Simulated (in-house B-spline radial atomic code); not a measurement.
RPA and G0W0 for Ce VIII (Ce7+), [Kr] 4d10 5s2 5p3, highest spin, as one setting changes: the share of exact exchange in the PBE hybrid start. A dash marks a level of low quasi-particle weight. Computed with a B-spline radial code for spherical atoms: all electrons, scalar-relativistic (spin-free one-electron X2C), finite nucleus, each spin shell either full or empty, empty states to l = 9 with an (l + 1/2)⁻⁴ tail; G0W0 by contour deformation at full frequency.

Spin-orbit coupling, left out, splits p levels strongly here.

```
share of exact exchange in the PBE hybrid start  mean-field level (eV)  G0W0 level (eV)  RPA correlation (Eh)
                                              0                -102.71                -                -4.216
                                            0.1                -103.51    5p up -110.05               -4.1805
                                            0.2                -104.32    5p up -110.23               -4.1465
                                            0.3                      ?                ?                     ?
                                            0.4                -105.93    5p up -110.37               -4.0823
                                            0.5                      ?                ?                     ?
                                            0.6                -107.54    5p up -110.44               -4.0219
                                            0.7                -108.34    5p up -110.46                -3.993
                                            0.8                -109.14    5p up -110.49               -3.9649
                                            0.9                -109.95    5p up -110.51               -3.9374
                                              1                -110.75    5p up -110.52               -3.9107
```

Problem. What belongs in the row for 0.5?

Solution. mean-field level (eV): -106.73; G0W0 level (eV): 5p up -110.41; RPA correlation (Eh): -4.0516.

Problem. What belongs in the row for 0.3?

Solution. mean-field level (eV): -105.12; G0W0 level (eV): 5p up -110.31; RPA correlation (Eh): -4.1138.

Problem. At what share of exact exchange does G0W0 leave the highest level unchanged?

Solution. Near 0.97, where the shift changes sign (-0.560 eV at 0.9, +0.226 eV at 1).
